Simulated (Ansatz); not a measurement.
`BB1CO1` + H₂ → `B1CO1` + BH₃ at 600 K and 1 bar (hydrogenolysis of a B–B bond).

Program: Ansatz. Geometries: PBE0-D4/def2-TZVP. ΔE: electronic, gas phase. CCSD(T)/CBS is the MP2 limit (def2-TZVPP, def2-QZVPP) plus CCSD(T) − MP2 in def2-TZVPP, frozen cores. This one scheme is used for every species.

```json
{"species": "`BB1CO1`", "CCSD(T)/CBS energy (Eh)": "-165.17216", "H − E (kJ/mol)": "186.4", "S (J/(mol·K))": "351.0"}
{"species": "H₂", "CCSD(T)/CBS energy (Eh)": "-1.17544", "H − E (kJ/mol)": "43.9", "S (J/(mol·K))": "150.8"}
{"species": "`B1CO1`", "CCSD(T)/CBS energy (Eh)": "-139.80191", "H − E (kJ/mol)": "141.7", "S (J/(mol·K))": "292.0"}
{"species": "BH₃", "CCSD(T)/CBS energy (Eh)": "-26.55200", "H − E (kJ/mol)": "91.5", "S (J/(mol·K))": "217.3"}
```

H − E and S are ideal-gas, rigid-rotor, harmonic terms from PBE0-D4/def2-TZVP. The MP2-based limit puts H₂ 0.8 mEh under its directly extrapolated value; such offsets cancel only in part. 1 Eh = 2625.50 kJ/mol, R = 8.31446 J/(mol·K).

Problem. By hand: ΔE, ΔH, ΔS and ΔG.

Solution. ΔE = (-139.80191) + (-26.55200) − (-165.17216) − (-1.17544) = -0.00631 Eh = -16.6 kJ/mol. Δ(H − E) = 141.7 + 91.5 − 186.4 − 43.9 = 2.9, so ΔH = -13.7 kJ/mol. ΔS = 292.0 + 217.3 − 351.0 − 150.8 = 7.5 J/(mol·K). ΔG = -13.7 − 600 × (7.5)/1000 = -18.2 kJ/mol.

Problem. By hand: the equilibrium constant, and the temperature at which ΔG would vanish if ΔH and ΔS stayed fixed.

Solution. log₁₀ K = −ΔG/(RT ln 10) = 1.6. ΔH and −TΔS have one sign here, so there is no such temperature.

The number of gas molecules stays the same, so ΔS is small and ΔH decides. A doubt of 5 kJ/mol in ΔE shifts log₁₀ K by 0.4 here. These are equilibria of isolated gas molecules and say nothing of rates. Largest T1 diagnostic: 0.016 (customary marks: 0.02 for closed shells, 0.045 for open ones).
